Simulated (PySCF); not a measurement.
# I²⁺: ionisation energy

I²⁺ [Kr] 4d10 5s2 5p3 (4S) → I³⁺ [Kr] 4d10 5s2 5p2 (3P), as a difference of total energies. Computed with PySCF 2.14 in dyall-av2z, with the non-relativistic Hamiltonian (point nucleus). Correlated levels: valence: [Kr] 4d10 frozen; virtual orbitals above 40 to 60 times the deepest correlated orbital energy dropped. The calculations carry no spin-orbit coupling.

```json
{"method": "UHF", "ionisation energy (eV)": "29.655", "plus first-order spin-orbit estimate": "28.988", "difference from reference of that sum (eV)": "-0.582"}
{"method": "LDA", "ionisation energy (eV)": "30.324", "plus first-order spin-orbit estimate": "29.657", "difference from reference of that sum (eV)": "+0.087"}
{"method": "PBE", "ionisation energy (eV)": "30.121", "plus first-order spin-orbit estimate": "29.455", "difference from reference of that sum (eV)": "-0.115"}
{"method": "PBE0", "ionisation energy (eV)": "30.228", "plus first-order spin-orbit estimate": "29.561", "difference from reference of that sum (eV)": "-0.009"}
{"method": "r2SCAN", "ionisation energy (eV)": "30.361", "plus first-order spin-orbit estimate": "29.694", "difference from reference of that sum (eV)": "+0.124"}
{"method": "revPBE", "ionisation energy (eV)": "30.071", "plus first-order spin-orbit estimate": "29.404", "difference from reference of that sum (eV)": "-0.166"}
{"method": "PW91", "ionisation energy (eV)": "30.192", "plus first-order spin-orbit estimate": "29.525", "difference from reference of that sum (eV)": "-0.045"}
{"method": "wB97X", "ionisation energy (eV)": "29.956", "plus first-order spin-orbit estimate": "29.289", "difference from reference of that sum (eV)": "-0.281"}
{"method": "MP2 (valence)", "ionisation energy (eV)": "29.982", "plus first-order spin-orbit estimate": "29.316", "difference from reference of that sum (eV)": "-0.254"}
{"method": "SCS-MP2 (valence)", "ionisation energy (eV)": "29.868", "plus first-order spin-orbit estimate": "29.201", "difference from reference of that sum (eV)": "-0.369"}
```

Reference: 29.57 ± 0.025 eV (measured; NIST Atomic Spectra Database, ionization energies).

A first-order spin-orbit estimate (lowest level to lowest level, LS coupling) adds -0.667 eV.

These non-relativistic numbers lack the scalar-relativistic shift.
